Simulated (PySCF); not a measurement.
Compound: C₇H₁₁BO₂.
Structure used (PBE0-D3(BJ)/def2-SVP), in Å, numbered top down from 1:
```xyz
21
C7H11BO2 angstrom
C      4.105    0.880   -0.535
C      2.968    0.857   -0.117
C      1.592    0.815    0.362
C      0.685   -0.134   -0.441
C      1.156   -1.587   -0.393
B     -0.819    0.011   -0.013
O     -1.305    1.045    0.740
C     -2.701    0.869    0.904
C     -3.028   -0.442    0.157
O     -1.789   -0.881   -0.372
H      5.114    0.910   -0.902
H      1.172    1.834    0.343
H      1.592    0.516    1.425
H      0.717    0.196   -1.498
H      2.186   -1.684   -0.769
H      0.504   -2.234   -0.997
H      1.142   -1.976    0.639
H     -2.939    0.814    1.979
H     -3.232    1.738    0.485
H     -3.746   -0.292   -0.665
H     -3.437   -1.218    0.824
```

All values: PBE0/pcSseg-1 (PySCF, non-relativistic), on one gas-phase PBE0-D3(BJ)/def2-SVP geometry that isn't relaxed in the solvent. The solvent is an IEF-PCM continuum (Bondi radii, 1.10 Å for H, scaled by 1.2). Only the electrostatic response of the medium enters.

| run | E − E(gas) (kcal/mol) | HOMO (eV) | HOMO–LUMO gap (eV) | dipole (D) |
| --- | --- | --- | --- | --- |
| gas | 0.00 | -7.45 | 8.28 | 2.97 |
| P | -3.02 | -7.59 | 8.44 | 3.30 |
| Q | -6.46 | -7.76 | 8.59 | 3.63 |

Task: The runs were made in acetone and benzene. Which run belongs to which solvent?

Result: P = benzene, Q = acetone. The dielectric constants are 2.271 (benzene), 20.49 (acetone), and the energy falls further as ε rises. In this model the ground state sees the solvent through ε alone.

Task: How constant is the ratio of the lowering to (ε − 1)/(2ε + 1)?

Result: 
| solvent | (ε − 1)/(2ε + 1) | E − E(gas) (kcal/mol) | ratio (kcal/mol) | polarisation term (kcal/mol) |
| --- | --- | --- | --- | --- |
| benzene | 0.229 | -3.02 | -13.2 | -3.17 |
| acetone | 0.464 | -6.46 | -13.9 | -7.15 |

The ratio changes by +5.5 % in size from benzene to acetone. The polarisation term is half the interaction of the solute with the induced surface charges.
